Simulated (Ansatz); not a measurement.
## Molecular dynamics of Cl$_{3}$FH$_{2}$O$_{2}$W

Input file:

```yaml
crystal:
  periodic: [false, false, false]
  atoms:
    - { symbol: W, position_ang: [0.000152, -0.10846, -0.061661] }
    - { symbol: O, position_ang: [-0.177406, -0.264245, 1.852795] }
    - { symbol: H, position_ang: [-0.33229, 0.540944, 2.384493] }
    - { symbol: Cl, position_ang: [2.309512, 0.186384, 0.029565] }
    - { symbol: Cl, position_ang: [-0.311448, 2.181387, 0.351161] }
    - { symbol: F, position_ang: [-1.874237, -0.236085, -0.317843] }
    - { symbol: O, position_ang: [0.159702, -1.9725, 0.032813] }
    - { symbol: H, position_ang: [0.121149, -2.581457, 0.796143] }
    - { symbol: Cl, position_ang: [0.116968, 0.14553, -2.368066] }
basis:
  gaussian: { orbitals: def2-SVP }
hamiltonian:
  xc: revpbe
  dispersion: d4
md:
  timestep: 0.25
  n_steps: 150
  ensemble: nvt_langevin
  temperature: 1000.0
  initial_velocities: maxwell_boltzmann
  seed: 625729
  friction: 0.001
```

Command:

```bash
$ ansatz run input.yaml --threads 4 --pin off --max-ram 5120MiB --backend cpu --events-out ev --progress --plain --runs-dir out
```

It starts from a relaxed structure.

Output, in part (step lines, the closing report, with atoms numbered from 0):

```
md step     0: t =     0.00 fs  T =   888.9 K  F+E_penalty+E_count = -46220.56142536 eV  E_kin = 1.034080 eV  (37 SCF iters)
[... lines left out ...]
Total energy: -46220.01696057 eV, -1698.5542942481 hartree
Atom 0 at    -0.039334    -0.090654    -0.061917 Å, force    -0.335947     2.392719    -1.936161 eV/Å
Atom 1 at    -0.114542    -0.019376     1.799714 Å, force    -0.626155    -1.463266     0.919757 eV/Å
Atom 2 at    -0.200092     0.683782     2.415443 Å, force    -0.147454     1.754451     1.043990 eV/Å
Atom 3 at     2.228347     0.118141     0.103555 Å, force     1.090070     0.186276    -0.281583 eV/Å
Atom 4 at    -0.185856     2.301085     0.243361 Å, force    -0.368940    -0.643785    -0.377685 eV/Å
Atom 5 at    -1.919715    -0.345758    -0.421953 Å, force     0.785109     0.365248     0.244991 eV/Å
Atom 6 at     0.153006    -1.840483     0.387051 Å, force    -0.391661    -2.253860    -0.063215 eV/Å
Atom 7 at    -0.190935    -2.068669     1.274972 Å, force     0.194309    -0.361427     0.094089 eV/Å
Atom 8 at     0.268535    -0.087795    -2.390705 Å, force    -0.199331     0.023645     0.355818 eV/Å
Dipole moment:    -0.084898    -0.284608     0.713588 e Å
```

The steps, from the saved trajectory:

```tsv
time (fs)	T (K)	potential energy less start (eV)
0	889	0.000
1.25	866	0.042
2.5	823	0.088
3.75	811	0.109
5	731	0.191
6.25	642	0.306
7.5	586	0.375
8.75	553	0.407
10	486	0.488
11.25	441	0.571
12.5	458	0.564
13.75	464	0.569
15	397	0.617
16.25	395	0.626
17.5	438	0.571
18.75	465	0.532
20	465	0.546
21.25	487	0.522
22.5	541	0.467
23.75	555	0.481
25	543	0.501
26.25	594	0.461
27.5	644	0.421
28.75	633	0.461
30	634	0.480
31.25	655	0.443
32.5	634	0.476
33.75	567	0.531
35	558	0.529
36.25	569	0.507
37.5	532	0.545
```

The run went to its last step. The mean temperature of the second half is 43 % below the set value. A run of 0.037 ps of so small a system gives no equilibrium averages.

No bond is clearly made or broken; grazing contacts change: W1–H8 2.62 → 2.39 Å. Pairs count as bonded within 1.25 times the sum of covalent radii (0.12 Å more for H–H).

Last frame:

```xyz
9
Properties=species:S:1:pos:R:3
W -0.039 -0.091 -0.062
O -0.115 -0.019 1.800
H -0.200 0.684 2.415
Cl 2.228 0.118 0.104
Cl -0.186 2.301 0.243
F -1.920 -0.346 -0.422
O 0.153 -1.841 0.387
H -0.191 -2.069 1.275
Cl 0.269 -0.088 -2.391
```

Run time: 5.9 min on 4 threads of Arm Neoverse V1 (shared host), peak memory 0.23 GiB.
